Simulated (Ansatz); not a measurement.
Ta(NH)(F)2(OH) (F2H2NOTa), SMILES [OH][Ta]([F])(=[NH])[F], multiplicity 1.

Geometry optimised at B3LYP-D3(BJ)/def2-SVP. The spin state was assumed, not searched. The structure was generated by enumeration; whether it is a known compound was not checked. The def2 effective core potentials stand for the cores of Ta; spin–orbit coupling is left out. The values are those of a single conformer.

Two levels are set side by side: PBE/def2-SVPD (Ansatz, an electronic-structure program) and PBE0/def2-SVPD (Ansatz). Energy differences of separate SCF runs at the same geometry; the states with an electron removed or added have multiplicity 2 and 2. Differences are taken from unrounded values.

```
quantity                            PBE0    PBE  PBE minus PBE0
---------------------------------  -----  -----  --------------
vertical ionisation energy (eV)    10.43  10.32           -0.11
vertical singlet–triplet gap (eV)   4.87   5.18            0.31
```
